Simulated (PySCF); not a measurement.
# Ionisation energy of Ir⁺ by level of theory

Ir⁺ [Xe] 4f14 5d7 6s1 (5F) → Ir²⁺ [Xe] 4f14 5d7 (4F), as a difference of total energies. Computed with PySCF 2.14 in cc-pVDZ-PP with ECP60MDF, with scalar relativity through the core potential. Correlated levels: valence: 5s2 5p6 frozen. The calculations carry no spin-orbit coupling.

```tsv
method	ionisation energy (eV)
UHF	16.275
LDA	18.273
PBE	17.955
MP2 (valence)	17.114
SCS-MP2 (valence)	16.848
```

**Question.** How much does correlation contribute at MP2 (valence)?

**Answer.** 17.114 − (16.275) = 0.839 eV, measured against UHF.

The reference lies between the lowest fine-structure levels, while these numbers refer to the centres of the terms.

Errors of the correlated levels include the incompleteness of this basis and the frozen core.

For comparison: 17 ± 0.3 eV (semi-empirical (NIST evaluation); NIST Atomic Spectra Database, ionization energies).
